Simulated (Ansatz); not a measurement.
Start from `C[SiH]([AlH2])[SbH2]` and change one atom or group to get `C[SiH](N)[AlH2]`.

Ansatz, PBE0-D4/def2-TZVP geometries, multiplicity 1. Each molecule was computed in one conformer, which needn't be the lowest.

Elements past krypton have def2 core potentials.

| property | `C[SiH]([AlH2])[SbH2]` |
| --- | --- |
| HOMO energy (PBE0/def2-TZVPP) / eV | -6.42 |
| LUMO energy (PBE/def2-TZVPP) / eV | -2.04 |
| size of the dipole moment (ωB97M-V/def2-TZVPP) / D | 1.98 |
| HOMO energy (ωB97M-V/def2-TZVPP) / eV | -8.26 |
| HOMO–LUMO gap (B3LYP/def2-TZVPP) / eV | 4.76 |
| HOMO energy (B3LYP/def2-TZVPP) / eV | -6.23 |

What does the change do to each property? (Estimate.)

Computed: 
```tsv
property	`C[SiH](N)[AlH2]`	shift
HOMO energy (PBE0/def2-TZVPP) / eV	-6.84	-0.42
LUMO energy (PBE/def2-TZVPP) / eV	-2.59	-0.55
size of the dipole moment (ωB97M-V/def2-TZVPP) / D	1.60	-0.38
HOMO energy (ωB97M-V/def2-TZVPP) / eV	-8.91	-0.65
HOMO–LUMO gap (B3LYP/def2-TZVPP) / eV	4.63	-0.13
HOMO energy (B3LYP/def2-TZVPP) / eV	-6.65	-0.42
```

With PBE0 the HOMO falls by 0.42 eV and the LUMO falls by 0.54 eV, so the gap narrows by about 0.12 eV. PBE moves the HOMO by -0.12 eV and ωB97M-V by -0.65 eV. Dipoles are sizes alone; their direction can turn.

B3LYP here is the variant with VWN-RPA as its local correlation; programs differ in this.

Spin–orbit coupling is left out; it splits and shifts lone-pair levels of the heavy atoms by tenths of an eV.
